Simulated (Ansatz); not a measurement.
One change: `N[SiH2][SiH](N)Cl` becomes `N[SiH]([SiH3])Cl`.

Ansatz, PBE0-D4/def2-TZVP geometries, multiplicity 1. Each molecule was computed in one conformer, which needn't be the lowest.

```tsv
property	`N[SiH2][SiH](N)Cl`
HOMO–LUMO gap (PBE0/def2-TZVPP) / eV	6.99
size of the dipole moment (ωB97M-V/def2-TZVPP) / D	1.80
HOMO–LUMO gap (PBE/def2-TZVPP) / eV	4.84
LUMO energy (PBE/def2-TZVPP) / eV	-1.15
ideal-gas entropy at 298 K and 1 bar (rigid rotor, harmonic PBE0-D4/def2-TZVP) / J/(mol·K)	390
size of the dipole moment (B3LYP/def2-TZVPP) / D	1.79
```

**Question.** What does the change do to each property? (Estimate.)

**Answer.** Computed: 
| property | `N[SiH]([SiH3])Cl` | shift |
| --- | --- | --- |
| HOMO–LUMO gap (PBE0/def2-TZVPP) / eV | 7.67 | 0.68 |
| size of the dipole moment (ωB97M-V/def2-TZVPP) / D | 1.94 | 0.14 |
| HOMO–LUMO gap (PBE/def2-TZVPP) / eV | 5.52 | 0.68 |
| LUMO energy (PBE/def2-TZVPP) / eV | -1.05 | 0.10 |
| ideal-gas entropy at 298 K and 1 bar (rigid rotor, harmonic PBE0-D4/def2-TZVP) / J/(mol·K) | 357 | -33 |
| size of the dipole moment (B3LYP/def2-TZVPP) / D | 1.94 | 0.15 |

With PBE0 the HOMO falls by 0.59 eV and the LUMO rises by 0.10 eV, so the gap widens by about 0.69 eV. PBE moves the HOMO by -0.58 eV and ωB97M-V by -0.52 eV. The zero-point energy changes by -49.9 kJ/mol with -6 modes. Dipoles are sizes alone; their direction can turn. Modes under 60 cm⁻¹, often nearly free rotors, make the harmonic entropy too high.

B3LYP here is the variant with VWN-RPA as its local correlation; programs differ in this.
